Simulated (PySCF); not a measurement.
Match the calculated data to a structure.

All candidates are C2H8N2Si2.

* 1H NMR: chemical shifts (computed TMS as zero) by class: 4.64 (3 H), 4.28 (2 H), 2.99 (2 H), -0.65 (1 H) ppm [GIAO PBE0/pcSseg-1]
* 13C NMR: chemical shifts (computed TMS as zero) by class: 122.9 (1 C), 33.1 (1 C) ppm [GIAO PBE0/pcSseg-1]
* Polarisability: 89.6 au [PBE0/def2-SVPD]
* UV, strongest line: among the 8 lowest singlet transitions: S6 at 7.00 eV (177 nm, f = 0.066) [TDDFT PBE0/def2-SVPD]
* Rotational structure: rotational constants A, B, C: 8.423, 0.764, 0.724 GHz [GFN2-xTB]
* NMR, other nuclei: isotropic shieldings of nuclei other than C and H, by class: -98 (1 N), 261 (1 N), 401 (1 Si), 426 (1 Si) ppm [GIAO PBE0/pcSseg-1]
* Triplet: lowest triplet excitation (Tamm–Dancoff): 5.15 eV [TDA PBE0/def2-SVPD]

Gas-phase values; electronic properties from PySCF, density fitting. Levels stand in brackets. One conformer (not necessarily the lowest) at the GFN2-xTB geometry, without solvent, vibrations or thermal averaging. NMR values are class means; diastereotopic atoms form classes of their own.

Problem. Which candidate is it?
A. `N#C[SiH2]CN[SiH3]`
B. `N#CC[Si@H](N)[SiH3]`
C. `C[SiH2]N[SiH2]C#N`

Solution. A. It is `N#C[SiH2]CN[SiH3]`. Numbering: `[N:1]#[C:2][SiH2:3][CH2:4][NH:5][SiH3:6]`. Its formula, C2H8N2Si2, gives 2 degrees of unsaturation: 0 rings and 2 π bonds in the structure found. 2 carbons fall into 2 classes; from least to most shielded: cyano carbon [C2] (122.9 ppm), sp3 carbon bound to nitrogen [C4] (33.1 ppm). Hydrogen classes from least to most shielded: 3 H on an SiH3 silicon, Si6 (4.64 ppm), 2 H on an SiH2 silicon, Si3 (4.28 ppm), 2 H on an sp3 carbon bound to nitrogen, C4 (2.99 ppm, a mean of values up to 0.5 ppm apart in this geometry), 1 H on a silicon-bound nitrogen, N5 (-0.65 ppm). The other shieldings belong to: -98 ppm, cyano nitrogen [N1]; 261 ppm, silicon-bound nitrogen [N5]; 401 ppm, SiH3 silicon [Si6]; 426 ppm, SiH2 silicon [Si3]. The optimised geometry has point group C1 and is an asymmetric top.

The others, at the same levels:
- `C[SiH2]N[SiH2]C#N` fails: its computed 13C shifts are 125.0 (1 C), -4.3 (1 C) ppm, 1H shifts are 5.04 (2 H), 4.91 (2 H), 0.37 (3 H), -0.15 (1 H) ppm and lowest triplet excitation (Tamm–Dancoff) is 5.45 eV (against 5.15 eV).
- `N#CC[Si@H](N)[SiH3]` fails: its computed 13C shifts are 121.7 (1 C), 2.7 (1 C) ppm, 1H shifts are 5.52 (1 H), 3.49 (3 H), 1.87 (1 H), 1.78 (1 H), 0.10 (2 H) ppm and lowest triplet excitation (Tamm–Dancoff) is 5.58 eV (against 5.15 eV).

Each candidate is one conformer, not necessarily the lowest. Dipoles, sizes and rotational constants follow the conformer. The torsions of the flexible species, by atom-mapped SMILES:
- `[N:1]#[C:2][SiH2:3][CH2:4][NH:5][SiH3:6]`: C2–Si3–C4–N5 180°, Si3–C4–N5–Si6 149°
- `[CH3:1][SiH2:2][NH:3][SiH2:4][C:5]#[N:6]`: C1–Si2–N3–Si4 -179°, Si2–N3–Si4–C5 179°
- `[N:1]#[C:2][CH2:3][Si@H:4]([NH2:5])[SiH3:6]`: C2–C3–Si4–N5 180°, H–N5–Si4–C3 -171°, H–N5–Si4–C3 49°
